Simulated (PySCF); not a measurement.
SnCl, SMILES [Cl][Sn+] (connectivity only; charge and spin as stated), charge +1, multiplicity 1.

Geometry optimised at B3LYP-D3(BJ)/def2-TZVP. The multiplicity is an assumed one; other spin states were not compared. The def2 effective core potentials stand for the cores of Sn; spin–orbit coupling is left out.

Level of theory: TDDFT-ωB97X/def2-TZVPD in PySCF.

Vertical excitations; the highest root listed may be one member of a degenerate set. The molecule is in vacuum. State labels are in the subgroup C2v.

Computed lowest excited states:
```json
[
 {"state": "S1", "symmetry": "B1", "energy (eV)": "4.79", "λ (nm)": "259", "f": "0.041", "main pairs": "HOMO→LUMO (degenerate set)"},
 {"state": "S2", "symmetry": "B2", "energy (eV)": "4.79", "λ (nm)": "259", "f": "0.041", "main pairs": "HOMO→LUMO+1 (degenerate set)"},
 {"state": "S3", "symmetry": "A2", "energy (eV)": "4.94", "λ (nm)": "251", "f": "0.000", "main pairs": "HOMO−1→LUMO 49 %, HOMO−2→LUMO+1 49 %"},
 {"state": "S4", "symmetry": "A1", "energy (eV)": "5.07", "λ (nm)": "245", "f": "0.000", "main pairs": "HOMO−2→LUMO, HOMO−1→LUMO+1 (degenerate set)"},
 {"state": "S5", "symmetry": "A2", "energy (eV)": "5.07", "λ (nm)": "245", "f": "0.000", "main pairs": "HOMO−2→LUMO+1, HOMO−1→LUMO (degenerate set)"},
 {"state": "S6", "symmetry": "A1", "energy (eV)": "5.96", "λ (nm)": "208", "f": "0.043", "main pairs": "HOMO−1→LUMO+1 43 %, HOMO−2→LUMO 43 %, HOMO→LUMO+2 12 %"},
 {"state": "S7", "symmetry": "B2", "energy (eV)": "7.84", "λ (nm)": "158", "f": "0.013", "main pairs": "HOMO−1→LUMO+2 (degenerate set)"},
 {"state": "S8", "symmetry": "B1", "energy (eV)": "7.84", "λ (nm)": "158", "f": "0.013", "main pairs": "HOMO−2→LUMO+2 (degenerate set)"},
 {"state": "S9", "symmetry": "A1", "energy (eV)": "9.11", "λ (nm)": "136", "f": "1.476", "main pairs": "HOMO→LUMO+2 85 %"},
 {"state": "S10", "symmetry": "B1", "energy (eV)": "9.99", "λ (nm)": "124", "f": "0.213", "main pairs": "HOMO−3→LUMO 94 %"},
 {"state": "T1", "symmetry": "B1", "energy (eV)": "4.05", "λ (nm)": "306", "f": "0", "main pairs": "HOMO→LUMO (degenerate set)"},
 {"state": "T2", "symmetry": "B2", "energy (eV)": "4.05", "λ (nm)": "306", "f": "0", "main pairs": "HOMO→LUMO+1 (degenerate set)"},
 {"state": "T3", "symmetry": "A1", "energy (eV)": "4.72", "λ (nm)": "263", "f": "0", "main pairs": "HOMO−2→LUMO 49 %, HOMO−1→LUMO+1 49 %"},
 {"state": "T4", "symmetry": "A2", "energy (eV)": "4.83", "λ (nm)": "257", "f": "0", "main pairs": "HOMO−2→LUMO+1 49 %, HOMO−1→LUMO 49 %"}
]
```
Triplets are in the Tamm–Dancoff approximation, which puts them higher than full response would, so one can lie above its singlet here.
